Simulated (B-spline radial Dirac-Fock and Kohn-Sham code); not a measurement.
ΔSCF core binding energies without Breit or QED terms, calculated with a radial B-spline solver.

A sound run for Sb⁷⁺ in the configuration [Kr] 4d8: The ground state converged in 10 iterations, with total energy -6467.28973 Ha, virial ratio 1.94753 and highest orbital energy -142.14 eV. ΔSCF binding energies: K (1s) 30714.7 eV, L3 (2p3/2) 4262.4 eV. Holes are computed only in closed shells, and unreliable hole states are left out.

A second run, with one unsound setting: The ground state had not converged after 2 iterations, with total energy -6463.94812 Ha, virial ratio 1.92895 and highest orbital energy -115.64 eV. ΔSCF binding energies: K (1s) 30757.1 eV, L3 (2p3/2) 4293.5 eV (not all states converged, so these are not final). Holes are computed only in closed shells, and unreliable hole states are left out.

```
iter   energy (Ha)        error
   1    -6446.97298179  1.79e+00
   2    -6463.94812088  5.71e-01
```

Question: Which fault fits the second run best?
A. mesh too coarse
B. spline order too low
C. too few quadrature points
D. too few iterations

Answer: D. The input had maxit = 2: maxit ends the run before self-consistency.
